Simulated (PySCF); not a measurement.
Screening by computed properties: pick the candidate that meets the target.

Each SMILES stands for a single optimised conformer of the isolated species, non-relativistic unless stated; the electronic structure was computed with PySCF and density fitting.

The conformers computed, where there is a choice (atom-mapped SMILES and torsion angles):
- `[H]/[N:9]=[CH:8]\[c:7]1[cH:6][cH:5][cH:4][c:3]([C:2]#[CH:1])[cH:10]1`: C6–C7–C8–N9 180°
- `[CH2:1]=[CH:2][C:3](=[O:4])[F:5]`: C1–C2–C3–O4 0°
- `[CH3:1][N:2]([CH3:3])[BH:4][CH2:5][SiH3:6]`: C1–N2–B4–C5 178°, N2–B4–C5–Si6 -88°
- `[CH2:1]=[CH:2][CH2:3][CH2:4][N+:5]1([CH3:6])[CH2:7][CH2:8][CH2:9]1`: C1–C2–C3–C4 -132°, C2–C3–C4–N5 72°, C3–C4–N5–C6 -70°

The conformers of `[GeH3][O][SiH]1N[SiH2]N[SiH2]N1` aren't listed.

Problem. Wanted: electronic spatial extent ⟨r²⟩ about the centre of nuclear charge above 1300 bohr² (wB97X-D/def2-SVPD) and dipole moment above 1.6 D (wB97X-D/def2-SVPD), at PBE0-D3(BJ)/def2-SVP geometries. Which candidate meets both?
A. `F[Si]F` [singlet]
B. `[H]/N=C\c1cccc(C#C)c1`
C. `C=CC(=O)F`
D. `CN(C)BC[SiH3]`

Solution. B. Computed values:
| species | electronic spatial extent ⟨r²⟩ about the centre of nuclear charge | dipole moment |
| --- | --- | --- |
| F[Si]F [singlet] | 182 bohr² | 1.36 D |
| C=CC(=O)F | 385 bohr² | 3.32 D |
| CN(C)BC[SiH3] | 1057 bohr² | 1.79 D |
| [H]/N=C\c1cccc(C#C)c1 | 1584 bohr² | 2.84 D |

Problem. Wanted: static isotropic polarisability between 35 au and 92 au (wB97X-D/def2-SVPD) and HOMO–LUMO gap below 10.6 eV (wB97X-D/def2-SVPD), at PBE0-D3(BJ)/def2-SVP geometries. Which candidate meets both?
A. `F[Si]F` [singlet]
B. `C=CC(=O)F`
C. `C=CCC[N+]1(C)CCC1`
D. `[SiH]1([O][GeH3])N[SiH2]N[SiH2]N1`
E. `[H]/N=C\c1cccc(C#C)c1`
F. `CN(C)BC[SiH3]`

Solution. B. Computed values:
```csv
species,static isotropic polarisability,HOMO–LUMO gap
F[Si]F [singlet],28.4 au,9.91 eV
C=CC(=O)F,40.7 au,10.45 eV
CN(C)BC[SiH3],89.5 au,10.87 eV
C=CCC[N+]1(C)CCC1,94.3 au,11.17 eV
[H]/N=C\c1cccc(C#C)c1,116.1 au,8.86 eV
[SiH]1([O][GeH3])N[SiH2]N[SiH2]N1,126.4 au,10.71 eV
```

Problem. Wanted: lowest singlet excitation above 6 eV (TDDFT wB97X-D/def2-SVPD) and HOMO energy above -10.6 eV (wB97X-D/def2-SVPD), at PBE0-D3(BJ)/def2-SVP geometries. Which candidate meets both?
A. `[GeH3][O][SiH]1N[SiH2]N[SiH2]N1`
B. `[H]/N=C\c1cccc(C#C)c1`
C. `F[Si]F` [singlet]
D. `C=CCC[N+]1(C)CCC1`
E. `C=CC(=O)F`

Solution. A. Computed values:
| species | lowest singlet excitation | HOMO energy |
| --- | --- | --- |
| [H]/N=C\c1cccc(C#C)c1 | 4.76 eV | -8.93 eV |
| C=CC(=O)F | 5.25 eV | -10.78 eV |
| F[Si]F [singlet] | 5.53 eV | -10.47 eV |
| [GeH3][O][SiH]1N[SiH2]N[SiH2]N1 | 6.66 eV | -9.11 eV |
| C=CCC[N+]1(C)CCC1 | 7.33 eV | -12.97 eV |
